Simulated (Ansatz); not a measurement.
`C[SiH2]OC(F)(F)F` and `FC(F)(F)[SiH3]` differ in one atom or group.

Ansatz, PBE0-D4/def2-TZVP geometries, multiplicity 1. Each molecule was computed in one conformer, which needn't be the lowest.

```
                                      property  `C[SiH2]OC(F)(F)F`
           LUMO energy (B3LYP/def2-TZVPP) / eV                0.15
            LUMO energy (PBE0/def2-TZVPP) / eV                0.38
size of the dipole moment (PBE/def2-TZVPP) / D                2.58
         LUMO energy (ωB97M-V/def2-TZVPP) / eV                2.03
             HOMO energy (PBE/def2-TZVPP) / eV               -7.83
           HOMO energy (B3LYP/def2-TZVPP) / eV               -9.09
```

Task: What does the change do to each property? (Estimate.)

Result: The calculation gave: 
| property | `FC(F)(F)[SiH3]` | shift |
| --- | --- | --- |
| LUMO energy (B3LYP/def2-TZVPP) / eV | -0.17 | -0.32 |
| LUMO energy (PBE0/def2-TZVPP) / eV | 0.07 | -0.31 |
| size of the dipole moment (PBE/def2-TZVPP) / D | 1.91 | -0.67 |
| LUMO energy (ωB97M-V/def2-TZVPP) / eV | 1.71 | -0.32 |
| HOMO energy (PBE/def2-TZVPP) / eV | -8.05 | -0.22 |
| HOMO energy (B3LYP/def2-TZVPP) / eV | -9.43 | -0.34 |

Dipoles are sizes alone; their direction can turn.

B3LYP here is the variant with VWN-RPA as its local correlation; programs differ in this.
